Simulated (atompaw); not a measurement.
## Al: variants of one PAW (atompaw) potential

Base potential:

atompaw 4.2.0.5 input, output lines left out:

```
Al 13
LDA-PW scalarrelativistic loggrid 1500 logderivrange -3 5 201
3 3 0 0 0 0
3 1 1
0 0 0
c
c
v
c
v
1
2.10 1.80 1.95 1.85
y
0.05
n
y
3.6
n
custom polynom gramschmidtortho sinc
bessel
2.10
1.45
2.10
2.10
```

Cutoffs, loose and tight: the cutoffs (Ry, on a coarse ladder) from which the occupation-weighted sum of valence levels, in a spherical-Bessel basis at the reference potential, stays within 10 and 1 mRy of its value at 400 Ry. They see the waves, projectors and local potential, not the compensation charge or the core. A dash means not determined.

A true bound ghost makes a file unfit for plane-wave use even where its test errors are small: the radial tests pick states by their node count and pass the ghost by.

```csv
change,outcome,"cutoff, loose","cutoff, tight",bound ghosts
base,generated,6 Ry,12 Ry,none
"all radii scaled by about 0.85 (s 1.78, p 1.78 bohr); local potential bessel scheme, radius 1.66 bohr; augmentation sinc compensation charge, radius 1.54 bohr; PAW radius 1.78 bohr; waves and projectors: custom polynom gramschmidtortho; core correction smooth core density matched at 1.58 bohr",generated,12 Ry,18 Ry,s
"all radii scaled by about 0.95 (s 2.00, p 2.00 bohr); local potential bessel scheme, radius 1.86 bohr; augmentation sinc compensation charge, radius 1.70 bohr; PAW radius 2.00 bohr; waves and projectors: custom polynom gramschmidtortho; core correction smooth core density matched at 1.76 bohr",generated,8 Ry,15 Ry,s
"all radii scaled by about 1.10 (s 2.30, p 2.30 bohr); local potential bessel scheme, radius 2.14 bohr; augmentation sinc compensation charge, radius 1.98 bohr; PAW radius 2.30 bohr; waves and projectors: custom polynom gramschmidtortho; core correction smooth core density matched at 2.02 bohr",generated,6 Ry,10 Ry,none
"all radii scaled by about 1.17 (s 2.46, p 2.46 bohr); local potential bessel scheme, radius 2.28 bohr; augmentation sinc compensation charge, radius 2.10 bohr; PAW radius 2.46 bohr; waves and projectors: custom polynom gramschmidtortho; core correction smooth core density matched at 2.16 bohr",generated,6 Ry,8 Ry,none
"all radii scaled by about 1.29 (s 2.70, p 2.70 bohr); local potential bessel scheme, radius 2.50 bohr; augmentation sinc compensation charge, radius 2.30 bohr; PAW radius 2.70 bohr; waves and projectors: custom polynom gramschmidtortho; core correction smooth core density matched at 2.38 bohr",generated,6 Ry,6 Ry,none
```

Task: What comes out with this change to the base: all radii scaled by about 0.79 (s 1.66, p 1.66 bohr); local potential bessel scheme, radius 1.54 bohr; augmentation sinc compensation charge, radius 1.42 bohr; PAW radius 1.66 bohr; waves and projectors: custom polynom gramschmidtortho; core correction smooth core density matched at 1.46 bohr?

Result: outcome: generated; cutoff, loose: 15 Ry; cutoff, tight: 21 Ry; bound ghosts: s.

Reading the sweep of the scale of all radii (base = 1) (base included, trends over the rows without a ghost): The loose cutoff stays near 6 Ry. Bound ghosts are found at 0.79, 0.85, 0.95.
